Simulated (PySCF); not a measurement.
PySCF input (BP86/6-31G* (5d)):

```python
from pyscf import gto, dft

mol = gto.M(
    atom='''
    B    -0.67550900    0.14887900   -0.00613900
    N     0.63011700   -0.09718900    0.00592200
    H    -1.44672800   -0.78084800   -0.01830600
    H    -1.10635800    1.26961900   -0.00524100
    H     1.51981600   -0.55284500    0.01278900
    ''',
    basis='6-31g*',
    charge=0,
    spin=1,
    verbose=4,
)

mf = dft.UKS(mol, xc='bp86')
mf.grids.level = 3
mf.conv_tol = 1e-9
mf.max_cycle = 100
mf.max_memory = 1500
mf.kernel()
if not mf.converged:
    mf = mf.newton()
    mf.kernel(mf.make_rdm1())
mo, _, stable, _ = mf.stability(return_status=True)
if not stable:
    mf.kernel(mf.make_rdm1(mo, mf.mo_occ))
    stable = mf.stability(return_status=True)[2]
mf.dip_moment()
```

From the output:

```
  alpha nocc = 8  HOMO = -0.260738142115646  LUMO = -0.0775709697350573
  beta  nocc = 7  HOMO = -0.338385013453725  LUMO = -0.260738142115646

WARN: HOMO -0.260738142115646 >= LUMO -0.260738142115646

cycle= 1 E= -81.3093439340507  delta_E= 0.00952  |g|= 0.229  |ddm|= 1.41
  alpha nocc = 8  HOMO = -0.162534596385011  LUMO = 0.0454259294659307
  beta  nocc = 7  HOMO = -0.182850354242177  LUMO = -0.101027802630571
  HOMO = -0.162534596385  LUMO = -0.101027802631  gap/eV = 1.67369
cycle= 2 E= -81.2914274351479  delta_E= 0.0179  |g|= 0.306  |ddm|= 0.476
  alpha nocc = 8  HOMO = -0.22383502023014  LUMO = -0.000634092636075057
  beta  nocc = 7  HOMO = -0.261835611653836  LUMO = -0.164158875302072
  HOMO = -0.22383502023  LUMO = -0.164158875302  gap/eV = 1.62387
cycle= 3 E= -81.3321473096465  delta_E= -0.0407  |g|= 0.118  |ddm|= 0.324
  alpha nocc = 8  HOMO = -0.221252027581187  LUMO = -0.00648058389505834
  beta  nocc = 7  HOMO = -0.252988459969809  LUMO = -0.156656743542009
  HOMO = -0.221252027581  LUMO = -0.156656743542  gap/eV = 1.75773
cycle= 4 E= -81.3402960331737  delta_E= -0.00815  |g|= 0.0194  |ddm|= 0.107
  alpha nocc = 8  HOMO = -0.223331732231122  LUMO = -0.00572058378827345
  beta  nocc = 7  HOMO = -0.253166331049479  LUMO = -0.15563064847551
  HOMO = -0.223331732231  LUMO = -0.155630648476  gap/eV = 1.84224
cycle= 5 E= -81.3405170533634  delta_E= -0.000221  |g|= 0.00381  |ddm|= 0.0175
  alpha nocc = 8  HOMO = -0.223880092039932  LUMO = -0.00625215539355795
  beta  nocc = 7  HOMO = -0.253776757469476  LUMO = -0.155536967683481
  HOMO = -0.22388009204  LUMO = -0.155536967683  gap/eV = 1.85971
cycle= 6 E= -81.3405297965046  delta_E= -1.27e-05  |g|= 0.000791  |ddm|= 0.00696
  alpha nocc = 8  HOMO = -0.223887116376613  LUMO = -0.00628633124159794
  beta  nocc = 7  HOMO = -0.25353070203044  LUMO = -0.155359609167753
  HOMO = -0.223887116377  LUMO = -0.155359609168  gap/eV = 1.86473
cycle= 7 E= -81.3405306978211  delta_E= -9.01e-07  |g|= 0.00021  |ddm|= 0.00172
  alpha nocc = 8  HOMO = -0.223893681189178  LUMO = -0.00629893783465318
  beta  nocc = 7  HOMO = -0.253522044637552  LUMO = -0.155353526396489
  HOMO = -0.223893681189  LUMO = -0.155353526396  gap/eV = 1.86507
cycle= 8 E= -81.3405307644837  delta_E= -6.67e-08  |g|= 6.19e-05  |ddm|= 0.000496
  alpha nocc = 8  HOMO = -0.223896567357493  LUMO = -0.00631141523206447
  beta  nocc = 7  HOMO = -0.253516680756641  LUMO = -0.15535801122499
  HOMO = -0.223896567357  LUMO = -0.155358011225  gap/eV = 1.86503
cycle= 9 E= -81.3405307621127  delta_E= 2.37e-09  |g|= 1.78e-05  |ddm|= 0.000107
  alpha nocc = 8  HOMO = -0.223895830430551  LUMO = -0.00631267079483067
  beta  nocc = 7  HOMO = -0.253514505132881  LUMO = -0.155357311578903
  HOMO = -0.223895830431  LUMO = -0.155357311579  gap/eV = 1.86503
cycle= 10 E= -81.3405307623598  delta_E= -2.47e-10  |g|= 2.8e-06  |ddm|= 2.84e-05
  alpha nocc = 8  HOMO = -0.223895642537765  LUMO = -0.00631276128421021
  beta  nocc = 7  HOMO = -0.25351439310074  LUMO = -0.155356922155619
  HOMO = -0.223895642538  LUMO = -0.155356922156  gap/eV = 1.86503
Extra cycle  E= -81.340530762365  delta_E= -5.26e-12  |g|= 2.19e-06  |ddm|= 6.47e-06
converged SCF energy = -81.340530762365  <S^2> = 0.75509807  2S+1 = 2.0050916
uhf_internal: lowest eigs of H = [0.15337744 0.34465877 0.35596972]
<class 'pyscf.dft.uks.UKS'> wavefunction is stable in the internal stability analysis
Dipole moment(X, Y, Z, Debye):  1.32904, -0.67103,  0.01030
```

The geometry given is a B3LYP-D3(BJ)/def2-TZVP minimum.
